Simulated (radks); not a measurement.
The mean radii <r> (bohr) of the occupied orbitals of an atom or ion are listed with their occupations. Method: Dirac Kohn-Sham, PBE, spin-unpolarised, spherical densities, point nucleus; computed with a radial shooting solver on a logarithmic mesh with Libxc functionals.

| orbital | occ. | <r> |
|---|---|---|
| 1s1/2 | 2 | 0.01866 |
| 2s1/2 | 2 | 0.07833 |
| 2p1/2 | 2 | 0.06487 |
| 2p3/2 | 4 | 0.07271 |
| 3s1/2 | 2 | 0.2043 |
| 3p1/2 | 2 | 0.1942 |
| 3p3/2 | 4 | 0.2088 |
| 3d3/2 | 4 | 0.1829 |
| 3d5/2 | 6 | 0.1874 |
| 4s1/2 | 2 | 0.4586 |
| 4p1/2 | 2 | 0.4644 |
| 4p3/2 | 4 | 0.4975 |
| 4d3/2 | 4 | 0.5165 |
| 4d5/2 | 6 | 0.5279 |
| 5s1/2 | 2 | 1.101 |
| 5p1/2 | 2 | 1.219 |
| 5p3/2 | 4 | 1.324 |
| 4f5/2 | 6 | 0.6337 |
| 4f7/2 | 8 | 0.6445 |
| 5d3/2 | 1.2 | 1.954 |
| 5d5/2 | 1.8 | 2.014 |

Name the element and its charge. Open shells, if any, are shared by 2j + 1.

Answer. Z = 73, tantalum, charge +2: Ta2+ in [Xe] 4f14 5d3. The 1s radius gives Z: for a bare nucleus <r> = (2 gamma + 1)/(2Z) with gamma = sqrt(1 - (Z/c)^2), 0.01844 bohr for Z = 73, and screening makes it slightly larger (0.01866 here). The occupations add up to 71, and the charge is Z minus that.
